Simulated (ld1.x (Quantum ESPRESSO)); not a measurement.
## xenon (Xe): one change to an ultrasoft potential, before and after

| Property | Result |
| --- | --- |
| Element | Xe (Z = 54) |
| Generator | ld1.x (Quantum ESPRESSO) 7.5 |
| Type | ultrasoft |
| Functional | PBEsol |
| Relativity | scalar-relativistic |
| Frozen core | [Kr] |
| Valence charge | 18 |
| Reference configuration | 4d10 5s2 5p5.5 (charge +0.5) |
| Partial waves | 5s (bound): rcut 1.55, rcutus 1.85 bohr; 5s channel at 0.1 Ry: rcut 1.55, rcutus 1.85 bohr; 5p (bound): rcut 1.25, rcutus 1.75 bohr; 5p channel at 2.85 Ry: rcut 1.25, rcutus 1.75 bohr; 4d (bound): rcut 0.75, rcutus 0.95 bohr; 4d channel at -4.4 Ry: rcut 0.75, rcutus 0.95 bohr |
| Local potential | all-electron potential smoothed inside 1.75 bohr (lloc = -1) |
| Core correction | none |
| Augmentation charge | PSQ, inside the norm-conserving radii |

Change: waves 5s (bound): rcut 1.55, rcutus 1.70 bohr; 5s channel at 0.1 Ry: rcut 1.55, rcutus 1.70 bohr.

Cutoffs: the cutoffs (Ry, on a coarse ladder) from which the occupation-weighted sum of valence levels, in a spherical-Bessel basis at the reference potential, stays within 10 and 1 mRy of its value at 400 Ry; they do not see the model core or the augmentation charge, which bear on the density cutoff. Errors are all-electron minus pseudo energies relative to the spin-unpolarised reference configuration.

Question: Predict the effect on cutoff, ghosts and configuration errors.

Answer: The potential gets neither clearly harder nor softer (180 Ry and 300 Ry → 180 Ry and 300 Ry); the d channel sets the loose cutoff, while the largest relative change is in s, which becomes harder; of the 7 tests that both files solve, the error grows in 0 and shrinks in 1 by more than 15 % and 0.3 meV (median size 16.2 → 15.8 meV); neither file shows a bound ghost.

```csv
quantity,base,changed
"cutoff, loose",180 Ry,180 Ry
"cutoff, tight",300 Ry,300 Ry
loose cutoff by channel (10 mRy a level),"s 6 Ry, p 6 Ry, d 110 Ry","s 12 Ry, p 6 Ry, d 110 Ry"
bound ghosts,none,none
"error for 4d10 5s2 5p6, meV [ΔE -5.18 eV]",+1.4,+1.4
"error for 4d10 5s2 5p5, meV [ΔE 7.37 eV]",-2.7,-2.7
"error for 4d10 5s2 5p4, meV [ΔE 29.15 eV]",-16,-16
"error for 4d10 5s2 5p3, meV [ΔE 60.93 eV]",-51,-50
"error for 4d9 5s2 5p6, meV [ΔE 62.47 eV]",+39,+40
"error for 4d10 5s2 5p2, meV [ΔE 103.31 eV]",-128,-125
"error for 4d10 5s1 5p6, meV [ΔE 19.55 eV]",-7.1,-5.3
lowest overlap eigenvalue by channel,"s 0.35, p 0.52, d 0.98","s 0.41, p 0.52, d 0.98"
```
